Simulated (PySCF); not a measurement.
**A single-point calculation**

[Pb(SH)3]− (singlet). PySCF 2.14.0, RKS CAM-B3LYP, Pb def2-SVP with ECP60, S def2-SVP, H def2-SVP; non-relativistic Hamiltonian with scalar-relativistic core potentials where named; density fitting; no spin-orbit coupling. Purpose: singlet excitations, Tamm-Dancoff CAM-B3LYP.

```python
mol = gto.M(atom='''
Pb     0.00000     0.00000     0.60338
S      2.33568    -0.37553    -0.70829
H      2.94582     0.54058     0.09956
S     -0.84263     2.21052    -0.70829
H     -1.94106     2.28087     0.09957
S     -1.49306    -1.83500    -0.70829
H     -1.00476    -2.82145     0.09957''',
    basis={'Pb': 'def2-SVP', 'S': 'def2-SVP', 'H': 'def2-SVP'},
    ecp={'Pb': 'def2-SVP'},
    charge=-1, spin=0)
mf = dft.RKS(mol, xc='CAMB3LYP')
mf.grids.atom_grid = (50, 194)
mf = mf.density_fit()  # fitting sets: Pb def2-universal-JKFIT, S def2-universal-JKFIT, H def2-universal-JKFIT
mf.conv_tol = 1e-08; mf.max_cycle = 55
mf.kernel(dm0)  # dm0: converged density of the relaxed state
td = mf.TDA(); td.nstates = 8; td.kernel()
```

Run from Python with OMP_NUM_THREADS=2; the lines above give its settings. Where DIIS fails, smearing, a level shift and second-order steps follow.
It took 37 s on 2 threads of Arm Neoverse V1 (shared host), from an already converged density.

**Question.** Where do the frontier levels lie, over both spins?

**Answer.** HOMO -2.71 eV, LUMO 4.67 eV. 

**Question.** What are the Mulliken charges and spins?

**Answer.** 
| atom | charge (e) | spin (e) |
| --- | --- | --- |
| Pb1 | 0.322 | 0.000 |
| S2 | -0.435 | 0.000 |
| H3 | -0.006 | 0.000 |
| S4 | -0.435 | 0.000 |
| H5 | -0.006 | 0.000 |
| S6 | -0.434 | 0.000 |
| H7 | -0.006 | 0.000 |

**Question.** Which singlet excitations follow (Tamm-Dancoff, 8 states)?

**Answer.** 
| state | eV | oscillator strength |
| --- | --- | --- |
| 1 | 4.50 | 0.0577 |
| 2 | 4.67 | 0.0282 |
| 3 | 4.67 | 0.0282 |
| 4 | 5.06 | 0.0017 |
| 5 | 5.07 | 0.0345 |
| 6 | 5.07 | 0.0344 |
| 7 | 5.31 | 0.0009 |
| 8 | 5.48 | 0.0386 |
For an anion in a basis without diffuse functions, states above the detachment energy aren't bound: they are resonances at best, or continuum confined by the basis.

The geometry was relaxed with PBE (Pb def2-SVP with ECP60, S def2-SVP, H def2-SVP).
